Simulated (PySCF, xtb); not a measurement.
TiI4, SMILES [I][Ti]([I])([I])[I], multiplicity 1.

Harmonic wavenumbers (cm⁻¹) from GFN2-xTB in xtb at its own minimum, in rising order: 44, 44, 51, 51, 51, 154, 322, 323, 323.

**Question.** What does B3LYP-D3(BJ)/def2-SVP (PySCF 2.14.0) give at its own minimum? (The exact figures need the calculation; the answer reports its results.)

**Answer.** 51, 51, 65, 65, 65, 164, 331, 331, 331. Paired by order, the mean absolute difference is 10 cm⁻¹ and the zero-point energies are 1.9 and 2.1 kcal/mol.
